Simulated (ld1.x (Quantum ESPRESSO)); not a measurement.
B (Z = 5): one change to a TM potential, before and after

ld1.x (Quantum ESPRESSO) 7.5 input, shortened:

```
&input
   title='B', zed=5., rel=0, dft='PZ', iswitch=3,
   config='[He] 2s2 2p1 3d-2'
 /
 &inputp
   pseudotype=2, tm=.true., lloc=-1, rcloc=2.30,
   nlcc=.false.
 /
3
2S  1  0   2.00   0.00  1.10  1.10  0.0
2P  2  1   1.00   0.00  2.30  2.30  0.0
3D  3  2  -2.00   0.50  1.85  1.85  0.0
 &test
   configts(1)='2s2 2p1'
 /
```

All-electron outer shells of the reference configuration (LDA (PZ), non-relativistic, ld1.x):

| shell | level (eV) | outermost node (bohr) | outermost maximum (bohr) |
| --- | --- | --- | --- |
| 2s | -9.39 | 0.46 | 1.52 |
| 2p | -3.72 | – | 1.55 |

Change: local potential all-electron potential smoothed inside 1.20 bohr (lloc = -1).

Cutoffs: the cutoffs (Ry, on a coarse ladder) from which the occupation-weighted sum of valence levels, in a spherical-Bessel basis at the reference potential, stays within 10 and 1 mRy of its value at 400 Ry; they do not see the model core or the augmentation charge, which bear on the density cutoff. Errors are all-electron minus pseudo energies relative to the spin-unpolarised reference configuration.

Q: Predict the effect on cutoff, ghosts and configuration errors.

A: The potential gets neither clearly harder nor softer (21 Ry and 70 Ry → 21 Ry and 70 Ry); of the 9 tests that both files solve, the error grows in 2 and shrinks in 1 by more than 15 % and 0.3 meV (median size 10.6 → 7.9 meV); neither file shows a bound ghost.

| quantity | base | changed |
| --- | --- | --- |
| cutoff, loose | 21 Ry | 21 Ry |
| cutoff, tight | 70 Ry | 70 Ry |
| bound ghosts | none | none |
| error for 2s2 2p0, meV [ΔE 8.33 eV] | +33 | +38 |
| error for 2s1 2p0, meV [ΔE 33.63 eV] | +156 | +175 |
| error for 2s2 2p0.5, meV [ΔE 2.94 eV] | +4.0 | +5.0 |
| error for 2s0 2p3, meV [ΔE 11.39 eV] | +7.7 | +7.9 |
| error for 2s1 2p1, meV [ΔE 14.28 eV] | -11 | -5.6 |
| error for 2s1 2p2, meV [ΔE 5.68 eV] | +1.4 | +1.5 |
| error for 2s2 2p1.3, meV [ΔE -0.77 eV] | +0.2 | +0.4 |
| error for 2s2 2p1 (spin-polarised), meV [ΔE -0.24 eV] | +22 | +22 |
| error for 2s1 2p0 (spin-polarised), meV [ΔE 32.90 eV] | +242 | +265 |
| s: phases at 2.51 bohr within 0.05 rad from the reference energy up to (Ry; the scan ends near 5) | 2.0 | 2.0 |
| p: phases at 2.51 bohr within 0.05 rad from the reference energy up to (Ry; the scan ends near 5) | 1.7 | 1.8 |
| d: phases at 2.51 bohr within 0.05 rad from the reference energy up to (Ry; the scan ends near 5) | to the end of the scan | to the end of the scan |
